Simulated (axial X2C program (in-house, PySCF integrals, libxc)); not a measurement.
Spin–orbit effects down a group: molecules with Br, CCSD

Calculated with an in-house relativistic program for diatomic molecules, spin-free (one-electron X2C) or two-component (2c: spin–orbit coupling with atomic mean-field Coulomb and Gaunt terms, which also bring small scalar terms), in Dyall basis sets with cores contracted in-house; open shells are unrestricted.

Basis sets: Al dyall-v3z, Br dyall-cv3z, Ga dyall-cv3z, In dyall-cv3z. Frozen shells (counts by l): AlBr Br 3s2p1d, Al 2s1p, 10 electrons correlated; GaBr Br 3s2p1d, Ga 3s2p1d, 10 electrons correlated; InBr In 4s3p2d, Br 3s2p1d, 10 electrons correlated. Coupled cluster in natural virtuals with an MP2 remainder. Where the outer core of a metal is frozen, bonds come out longer and ionisation energies lower.

```json
{"molecule": "AlBr", "spin-free state": "M_S = 0, Λ = 0", "Re (Å)": "2.315", "ωe (cm⁻¹)": "378.7", "De (eV)": "4.37", "2c state": "Ω = 0", "Re 2c (Å)": "2.316", "ωe 2c (cm⁻¹)": "378.4", "De 2c (eV)": "4.22"}
{"molecule": "GaBr", "spin-free state": "M_S = 0, Λ = 0", "Re (Å)": "2.380", "ωe (cm⁻¹)": "263.9", "De (eV)": "4.10", "2c state": "Ω = 0", "Re 2c (Å)": "2.381", "ωe 2c (cm⁻¹)": "263.6", "De 2c (eV)": "3.91"}
{"molecule": "InBr", "spin-free state": "M_S = 0, Λ = 0", "Re (Å)": "2.581", "ωe (cm⁻¹)": "218.1", "De (eV)": "3.92", "2c state": "Ω = 0", "Re 2c (Å)": "2.581", "ωe 2c (cm⁻¹)": "217.9", "De 2c (eV)": "3.63"}
```

Task: Work out the shifts from the spin-free to the two-component result.

Result: 

```tsv
molecule	2c state	ΔRe (Å)	Δωe (cm⁻¹)	ΔDe (eV)
AlBr	Ω = 0	0.001	-0.3	-0.15
GaBr	Ω = 0	0.001	-0.3	-0.19
InBr	Ω = 0	0.000	-0.2	-0.29
```

Shifts of one unit in the last digit are rounding.

Each entry is the lowest single determinant of a limited PBE0 search at one distance. De goes to single-determinant-based atoms at the same level (for ions the charge split of lowest energy) and is withheld (n/a) where an atom does not fit its ground term or J level. Main or longest-lived isotopes.
